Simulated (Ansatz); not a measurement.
Consider the hydrogenolysis of the Si–O bond: `N[Si](O)(O)S` + H₂ → `N[SiH](O)S` + H₂O.

Computed with Ansatz on PBE0-D4/def2-TZVP structures; ΔE is electronic, products minus reactants. CCSD(T)/CBS is the MP2 limit (def2-TZVPP, def2-QZVPP) plus CCSD(T) − MP2 in def2-TZVPP, frozen cores. This one scheme is used for every species. Functionals use def2-TZVPP. B3LYP here is the variant with VWN-RPA as its local correlation; programs differ in this. Each species was taken in one conformer, which may not be the lowest.

```
             level  ΔE (kJ/mol)  difference from CCSD(T)/CBS
       LDA (SPW92)        100.0                          1.8
            PBE-D4         94.5                         -3.7
           BLYP-D4        101.5                          3.3
         r2SCAN-D4        106.4                          8.2
            B97M-V        103.2                          5.0
           PBE0-D4         94.9                         -3.3
        r2SCAN0-D4        104.2                          6.0
      CAM-B3LYP-D4        102.2                          4.0
            B2PLYP         98.5                          0.3
               PBE         89.8                         -8.4
              PBE0         90.8                         -7.4
             B3LYP         93.4                         -4.8
           LC-ωPBE         94.5                         -3.7
RPA@PBE/def2-TZVPP         95.4                         -2.8
      MP2/def2-SVP         96.1                         -2.1
     HF/def2-TZVPP         92.6                         -5.6
       CCSD(T)/CBS         98.2                            0
```

Largest T1 diagnostic among the species: 0.011.

The D4 term adds +7.6 kJ/mol with B3LYP and +4.1 kJ/mol with PBE0; it sums over pairs of atoms, weighted by their polarisabilities, and B3LYP, whose exchange is more repulsive, gets the larger term. At CCSD(T), def2-SVP lies −9.5 kJ/mol from the extrapolated value and def2-TZVPP +0.7 kJ/mol. In def2-TZVPP, CCSD(T) changes the Hartree–Fock value by +6.3 kJ/mol (the triples alone add +2.4 kJ/mol) and MP2 by +11.4 kJ/mol.

CCSD(T)/CBS has its own doubt, a few kJ/mol and more with outer-core shells, so smaller differences from it don't rank the levels.
